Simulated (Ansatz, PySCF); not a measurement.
Gas-phase reaction R1 + R2 → 2 P1, each structure at its B3LYP-D3(BJ)/def2-TZVP stationary point, reached from a drawn start (curvature not checked).
P1: BHO2 (SMILES O=BO), charge 0, multiplicity 1.
R1, B2O3 (SMILES O=BOB=O) (charge 0, multiplicity 1):
| atom | x (Å) | y (Å) | z (Å) |
|---|---|---|---|
| O | -2.3447 | -0.4021 | -0.5043 |
| B | -1.2346 | -0.0124 | -0.2394 |
| O | -0.0343 | 0.4611 | 0.0538 |
| B | 1.2271 | 0.1135 | 0.2512 |
| O | 2.3866 | -0.1602 | 0.4387 |
R2: H2O (SMILES O), charge 0, multiplicity 1.

P less R. No zero-point or thermal terms. One arrangement of each flexible species, with no search for the lowest.

Correlated levels freeze the cores.

The values were computed with Ansatz (an electronic-structure program); PySCF for the D3/D4 terms. Each number belongs to the level named beside it.

Total energies in hartree:

| structure | PBE/def2-TZVPP | B3LYP-D3(BJ)/def2-TZVPP | CCSD(T)/cc-pVQZ |
|---|---|---|---|
| P1 | -175.867451 | -176.071775 | -175.791375 |
| R1 | -275.343621 | -275.666968 | -275.213689 |
| R2 | -76.380147 | -76.467236 | -76.359711 |

Work out the reaction energy at each level in kcal/mol (1 hartree = 627.50947 kcal/mol), and say how far PBE/def2-TZVPP lies from CCSD(T)/cc-pVQZ.


- PBE/def2-TZVPP: 2 × (-175.867451) − (-275.343621) − (-76.380147) = -0.011134 hartree = -6.99 kcal/mol
- B3LYP-D3(BJ)/def2-TZVPP: 2 × (-176.071775) − (-275.666968) − (-76.467236) = -0.009346 hartree = -5.86 kcal/mol
- CCSD(T)/cc-pVQZ: 2 × (-175.791375) − (-275.213689) − (-76.359711) = -0.009350 hartree = -5.87 kcal/mol
PBE/def2-TZVPP less CCSD(T)/cc-pVQZ: -1.12 kcal/mol. CCSD(T)/cc-pVQZ is the level counted from, the highest shown, and no exact or measured value.
